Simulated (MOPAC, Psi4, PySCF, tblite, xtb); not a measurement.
Dimer HBr ··· BCl3 (SMILES Br and ClB(Cl)Cl) at R = 4.62 Å between the centres of mass, closest contact 2.40 Å (lowest of the rigid-body minima from ten starts at GFN2-xTB). Geometry in Å and degrees:

```
Cl
B 1 1.7452
Cl 2 1.7452 1 119.97
Cl 2 1.7453 1 120.01 3 -179.95
H 1 2.4019 2 112.89 3 178.55
Br 5 1.4248 1 165.84 2 -3.69
```

Levels: GFN2-xTB (tblite); SAPT0/jun-cc-pVDZ, frozen core (Psi4); PBE0/def2-TZVP, counterpoise-corrected (Psi4); PBE0-D3(BJ)/def2-TZVP, counterpoise-corrected (Psi4); PBE/def2-TZVP, counterpoise-corrected (Psi4); PBE-D3(BJ)/def2-TZVP, counterpoise-corrected (Psi4); HF/aug-cc-pVDZ, counterpoise-corrected (Psi4); MP2/aug-cc-pVDZ = DF-MP2/aug-cc-pVDZ, frozen core, counterpoise-corrected (Psi4); SCS-MP2/aug-cc-pVDZ = DF-SCS-MP2/aug-cc-pVDZ, frozen core, counterpoise-corrected in Psi4; PM3, restricted, heats of formation (MOPAC); PM7, restricted, heats of formation (MOPAC); GFN1-xTB (xtb); RKS-B3LYP/6-31G* = restricted B3LYP/6-31G*, spherical d, no counterpoise correction (PySCF); RKS-BP86/6-31G* = restricted BP86/6-31G*, spherical d, no counterpoise correction run with PySCF; RMP2/3-21G = restricted MP2 (frozen core)/3-21G, no counterpoise correction (PySCF); RKS-B3LYP/3-21G = restricted B3LYP/3-21G, no counterpoise correction (PySCF 2.14.0).

Problem. What interaction energy does each level give?

Solution. 
| method | E_int / kJ/mol |
|---|---|
| GFN2-xTB | -10.40 |
| PM3 | -9.33 |
| PM7 | -8.89 |
| PBE-D3(BJ)/def2-TZVP | -6.49 |
| PBE0-D3(BJ)/def2-TZVP | -5.40 |
| GFN1-xTB | -5.03 |
| RKS-B3LYP/3-21G | -3.30 |
| MP2/aug-cc-pVDZ | -2.51 |
| PBE/def2-TZVP | -1.57 |
| RMP2/3-21G | -0.76 |
| PBE0/def2-TZVP | -0.40 |
| SAPT0/jun-cc-pVDZ | 0.39 |
| SCS-MP2/aug-cc-pVDZ | 0.55 |
| RKS-B3LYP/6-31G* | 1.55 |
| RKS-BP86/6-31G* | 1.84 |
| HF/aug-cc-pVDZ | 8.68 |
